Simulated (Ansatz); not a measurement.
Cartesian coordinates in Å:
```
Si 0.956 0.893 0.133
N -0.603 0.091 0.092
C -0.832 -1.198 -0.229
S -2.284 -1.935 -0.264
H 1.949 -0.134 -0.255
H 0.964 2.029 -0.820
H 1.223 1.406 1.498
H -1.453 0.594 0.322
H 0.080 -1.744 -0.478
```

The species carries charge 0 and has multiplicity 1.

List the PBE/def2-TZVPP orbital energies in eV (Ansatz). (Best estimate.)

The calculation gave: Occupied: -2394.80, -1780.56, -381.72, -271.29, -207.75, -153.89, -153.84, -153.66, -138.29, -95.06, -95.00, -95.00, -23.69, -18.60, -15.34, -14.55, -11.71, -11.26, -10.05, -9.19, -8.83, -8.70, -6.03, -5.15. Lowest empty: -2.13, -1.02, -0.07, 0.29, 0.57, 0.71, 1.48, 2.50.
